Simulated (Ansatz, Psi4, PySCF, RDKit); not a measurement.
Noncovalent pair: H2S (SMILES S) (first 3 atoms) with H4OSi (SMILES O[SiH3]); geometry from B3LYP-D3(BJ)/def2-TZVP, rigid monomers moved along the line of their centres of mass till H2···O4 is 3.11 Å.
(charge 0, multiplicity 1):
```xyz
9

S      0.4593    -0.1280    -0.0294
H      0.2706     0.5953     1.0895
H     -0.8584    -0.2164    -0.2696
O     -0.2290     1.0180     4.1318
Si    -0.5114    -0.4644     4.8255
H      0.3293     1.6419     4.6023
H      0.7245    -1.2789     4.8867
H     -1.5152    -1.1198     3.9679
H     -1.0370    -0.3038     6.2034
```

Interaction energies are E(AB) − E(A) − E(B) at the monomers' geometry in the complex; basis-set methods are counterpoise corrected. Rows marked so take none.

Cores are frozen in the correlated methods. Rows in 6-31G*, LANL2DZ carry no dispersion term and start afresh at each structure (6-31G* with six Cartesian d functions). LANL2DZ brings its own core potentials from Na on.

Codes used: Ansatz (a program for electronic structure); Psi4 for SAPT; PySCF for 6-31G* rows, LANL2DZ rows, the dispersion terms; RDKit for the force fields. 

| level | interaction energy (kcal/mol) |
|---|---|
| MMFF94 | -1.24 |
| HF/6-31G* | -0.92 |
| HF/6-31G* (no counterpoise) | -1.21 |
| r2SCAN-D4/def2-TZVPPD | -1.32 |
| B3LYP/LANL2DZ (no counterpoise) | -1.66 |
| PBE0/def2-TZVPPD | [?] |
| PBE0-D4/def2-TZVPPD | [?] |
| MP2/aug-cc-pV(D+d)Z | -1.29 |
| SAPT0/jun-cc-pV(D+d)Z | -1.34 |

Problem. Some entries are withheld; supply them.

Solution. 
- PBE0/def2-TZVPPD, interaction energy (kcal/mol): -1.00
- PBE0-D4/def2-TZVPPD, interaction energy (kcal/mol): -1.50
